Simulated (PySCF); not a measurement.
Input for PySCF: U-HF/LANL2DZ on BiFH2 (SMILES [F][BiH2]), a point of a bond scan (R = 2.167 Å).

```python
from pyscf import gto, scf, dft, mp
from pyscf.data.elements import chemcore

mol = gto.M(
    atom='''
    Bi   -0.09774088   -0.11515018    0.12284387
    H    -1.87383760    0.24303987   -1.06637259
    H     0.32388274   -1.51079423   -0.94310889
    F     1.04071460    1.20943530   -0.93164028
    ''',
    basis='lanl2dz',
    ecp={'Bi': 'lanl2dz'},
    charge=0, spin=0, verbose=3, max_memory=1800)
mf = scf.UHF(mol)
mf.conv_tol = 1e-8
mf.max_cycle = 100
mf.init_guess_breaksym = True
mf.kernel()
if not mf.converged:
    mf = mf.newton().run(mf.mo_coeff, mf.mo_occ)
for _ in range(4):
    mo, _, stable, _ = mf.stability(return_status=True)
    if stable:
        break
    mf.kernel(mf.make_rdm1(mo, mf.mo_occ))
```

**Question.** Predict the final total energy.

**Answer.** -105.8411 hartree.
